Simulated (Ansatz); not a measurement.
# Al2AsH2Sn: where a starting geometry ends

The starting geometry of this gas-phase doublet was optimised with GFN2-xTB.

```xyz
6

Al    1.1688    0.1638    0.4053
Al   -1.4227   -0.3320    0.4267
As   -0.1438    1.0880   -1.2641
Sn   -3.0986    1.1546   -0.6580
H     2.3147   -0.3052    1.4304
H    -0.4602   -1.2442    1.4802
```

Q: Where would you expect an optimisation with BLYP-D3(BJ)/def2-SVP to take it?

A: A new bond forms, giving a structure with H6 bridging Al2 and Al1, given below by its coordinates. Contacts that close: Al1–H6 (2.41 → 1.80 Å).

The energy falls by 0.45 eV over 9 steps:

```tsv
step	E − E(last) (eV)
1	0.446
2	0.182
3	0.057
4	0.015
5	0.007
6	0.002
7	0.000
8	0.000
9	0.000
```

Final geometry (Å):

```xyz
6

Al    1.0084    0.1211    0.7380
Al   -1.5913   -0.5492    0.4465
As   -0.2167    1.1584   -0.9631
Sn   -3.0446    1.1667   -0.9604
H     2.4552   -0.4491    1.0641
H    -0.2529   -0.9227    1.4954
```

No frequencies were run, so the end isn't proven a minimum. Open shells are spin-unrestricted. Atoms past krypton carry core potentials, without spin–orbit terms. Run with Ansatz 0.2.0, 47 s on 2 threads of Intel(R) Xeon(R) Platinum 8259CL CPU @ 2.50GHz (Skylake/Cascade Lake), with other jobs on the host.
